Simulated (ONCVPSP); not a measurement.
**Configuration tests for S (Z = 16) (ONCV)**

```
Element                 : sulfur (S)
Generator               : ONCVPSP 4.0.1
Type                    : optimised norm-conserving Vanderbilt (ONCV)
Functional              : PBE
Relativity              : scalar-relativistic
Frozen core             : [Ne]
Valence charge          : 6
Reference configuration : 3s1.5 3p4.5
Partial waves           : 3s: rc 1.20 bohr, ncon 3, nbas 8, qcut 5.9 1/bohr, 1 projector; 3p: rc 1.25 bohr, ncon 4, nbas 8, qcut 6.7 1/bohr, 2 projectors, debl 2.3 Ha; d scattering state at 0.04 Ha: rc 0.95 bohr, ncon 5, nbas 8, qcut 10 1/bohr, 3 projectors, debl 3.6 Ha
Local potential         : polynomial inside 0.75 bohr (lpopt 5, dvloc0 3 Ha)
Core correction         : none
```

Energies are relative to the spin-unpolarised reference configuration 3s1.5 3p4.5; without spin polarisation the order of configurations can differ from experiment.

```
valence configuration  charge  ΔE all-electron (eV)  error AE − PS (meV)
              3s2 3p3      +1                 6.629                 +1.9
              3s2 3p2      +2                28.913                  +22
```

(1) What are ΔE and the potential's error for 3s2 3p4?

(2) What are ΔE and the potential's error for 3s2 3p3.5?

Levels in the configuration 3s2 3p4:

```tsv
level	all-electron (eV)	pseudo (eV)
3s	-17.256	-17.263
3p	-7.009	-7.010
```

Note: no bound ghost flagged; GHOST(+) flagged for s at 2.69 eV, d at 161.9 eV.

Answers

(1) ΔE = -5.140 eV all-electron; the error (AE − PS) is +1.7 meV.

(2) ΔE = -0.480 eV all-electron; the error (AE − PS) is +0.9 meV.
